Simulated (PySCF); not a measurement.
# Variants of one PySCF input: Mg

Base input, run as `OMP_NUM_THREADS=1 python input.py` with PySCF 2.14:

```python
from pyscf import gto, dft

mol = gto.M(
    atom='Mg 0 0 0',
    basis='6-311++g**',
    charge=0,
    spin=0,
    symmetry=True,
    verbose=4,
)
mf = dft.RKS(mol, xc='olyp')
mf.kernel()
mf.dip_moment()
print('orbital energies (hartree):', mf.mo_energy[..., max(0, mol.nelec[1]-3):mol.nelec[0]+3].round(4))
```

Base result: E(SCF) = -200.070011 Eh, 6 cycles. 

Run time: 0.83 s on 1 thread of Arm Neoverse V1 (shared host), peak memory 0.13 GiB.

Each row names what differs from the base; energies in brackets are changes from the base.

```tsv
change	result
functional: olyp → b3lyp	E(SCF) = -200.093264 Eh, 5 cycles
step after the SCF: none → mp2; SCF type: RKS → RHF; functional: olyp → none (Hartree–Fock); frozen orbitals: default → 0	E(SCF) = -199.606622 Eh, 6 cycles, E(MP2) − E(SCF) = -0.15077 Eh
basis set: 6-311++g** → 6-31g(3d)	E(SCF) = -200.055573 Eh (+0.3929 eV), 5 cycles
step after the SCF: none → stability; point-group symmetry: on → off	E(SCF) = -200.070011 Eh (+0.0000 eV), 6 cycles, internal stable; real -> complex stable; RHF/RKS -> UHF/UKS stable
functional: olyp → m062x	E(SCF) = -200.050914 Eh, 5 cycles
spin-free X2C: off → on [basis contracted without relativity]	E(SCF) = -200.358832 Eh, 6 cycles
PCM solvent, dielectric constant: none → 20.5	E(SCF) = -200.071216 Eh (-0.0328 eV), 6 cycles
integration grid: default → (99, 590)	E(SCF) = -200.070011 Eh (+0.0000 eV), 6 cycles
functional: olyp → 0.5*hf+0.5*b88,lyp	E(SCF) = -200.071727 Eh, 6 cycles
functional: olyp → pbe1 [unsound on purpose]	stops with KeyError ("LibXCFunctional: name 'PBE1' not found.")
step after the SCF: none → mp2; SCF type: RKS → RHF; functional: olyp → none (Hartree–Fock); frozen orbitals: default → 1	E(SCF) = -199.606622 Eh, 6 cycles, E(MP2) − E(SCF) = -0.13484 Eh
density fitting: none → weigend	E(SCF) = -200.070018 Eh (-0.0002 eV), 6 cycles
functional: olyp → x3lyp	E(SCF) = -200.058321 Eh, 5 cycles
step after the SCF: none → cisd; SCF type: RKS → RHF; functional: olyp → none (Hartree–Fock); frozen orbitals: default → 1	E(SCF) = -199.606622 Eh, 6 cycles, E(CISD) − E(SCF) = -0.13875 Eh
spin (2S): 0 → 2; SCF type: RKS → UKS [a high spin state]	E(SCF) = -199.970406 Eh (+2.7104 eV), 7 cycles, ⟨S²⟩ = 2.000
level shift (hartree): none → 5 [unsound on purpose]	not converged: SCF after 50 cycles
basis set: 6-311++g** → def2-tzvp	E(SCF) = -200.068872 Eh (+0.0310 eV), 5 cycles
functional: olyp → m11	stops with KeyError ("LibXCFunctional: name 'M11' not found.")
electric field along z (a.u.): none → -0.01; point-group symmetry: on → off	E(SCF) = -200.074011 Eh (-0.1088 eV), 7 cycles
step after the SCF: none → eomee; SCF type: RKS → RHF; functional: olyp → none (Hartree–Fock); frozen orbitals: default → 1; number of roots: default → 8	E(SCF) = -199.606622 Eh, 6 cycles, E(CCSD) − E(SCF) = -0.14578 Eh, excitation roots 2.637, 2.637, 2.637, 2.637, 2.637, 2.637, 2.637, 4.461 eV
functional: olyp → wb97	E(SCF) = -200.053188 Eh, 6 cycles
Cartesian functions: off → on	E(SCF) = -200.071095 Eh (-0.0295 eV), 6 cycles
```

Task: Order these changes by how far they move the SCF energy from the base, largest first: (1) Cartesian functions: off → on; (2) PCM solvent, dielectric constant: none → 20.5; (3) density fitting: none → weigend; (4) electric field along z (a.u.): none → -0.01; point-group symmetry: on → off.

Result: (4) -0.1088 eV, (2) -0.0328 eV, (1) -0.0295 eV, (3) -0.0002 eV.
